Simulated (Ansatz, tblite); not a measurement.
Spin states of H2Au2⁺, each relaxed with PBE-D4/def2-TZVP in Ansatz. Electronic energies in the gas phase.

In the def2 sets Au takes a core potential; there is no spin–orbit coupling. The xTB rows come from tblite. LC-ωPBE has ω = 0.4 bohr⁻¹. Correlated methods freeze no core orbitals; core or outer-core shells of Au are correlated, in sets that lack core-valence functions. The structure comes from a short search, and lower isomers may exist.

Doublet geometry (C2 within 0.1 Å):

```csv
atom,x (Å),y (Å),z (Å)
Au1,0.196,0.498,-1.212
Au2,-0.285,-0.553,1.176
H3,0.684,-1.743,0.948
H4,-0.595,1.799,-0.912
```

Quartet geometry (C∞v within 0.1 Å):

| atom | x (Å) | y (Å) | z (Å) |
| --- | --- | --- | --- |
| Au1 | 0.3994 | 0.8391 | 0.1473 |
| Au2 | -1.1030 | -2.3647 | -0.4284 |
| H3 | -0.3519 | -0.7903 | -0.1534 |
| H4 | 1.0555 | 2.3159 | 0.4345 |

⟨S²⟩: doublet 0.76 at PBE0-D4/def2-TZVP (pure 0.75), quartet 3.76 at PBE0-D4/def2-TZVP (pure 3.75).

Only these spin states were relaxed. The quartet has other bonds than the doublet, so the gap mixes isomer and spin.

```json
{"level": "GFN1-xTB", "quartet − doublet (kcal/mol)": "58.6", "lowest of these": "doublet", "remarks": "–"}
{"level": "HF/def2-TZVP", "quartet − doublet (kcal/mol)": "36.5", "lowest of these": "doublet", "remarks": "spin-contaminated (⟨S²⟩ 0.85) (doublet)"}
{"level": "HF/def2-TZVPP", "quartet − doublet (kcal/mol)": "36.8", "lowest of these": "doublet", "remarks": "spin-contaminated (⟨S²⟩ 0.85) (doublet)"}
{"level": "BLYP-D4/def2-TZVP", "quartet − doublet (kcal/mol)": "66.8", "lowest of these": "doublet", "remarks": "–"}
{"level": "PBE0-D4/def2-TZVP", "quartet − doublet (kcal/mol)": "64.4", "lowest of these": "doublet", "remarks": "–"}
{"level": "r2SCAN0-D4/def2-TZVP", "quartet − doublet (kcal/mol)": "64.0", "lowest of these": "doublet", "remarks": "–"}
{"level": "LC-ωPBE/def2-TZVP", "quartet − doublet (kcal/mol)": "57.8", "lowest of these": "doublet", "remarks": "–"}
{"level": "RPA@PBE/def2-TZVP", "quartet − doublet (kcal/mol)": "60.8", "lowest of these": "doublet", "remarks": "–"}
```

The xTB methods have no spin-polarisation term.
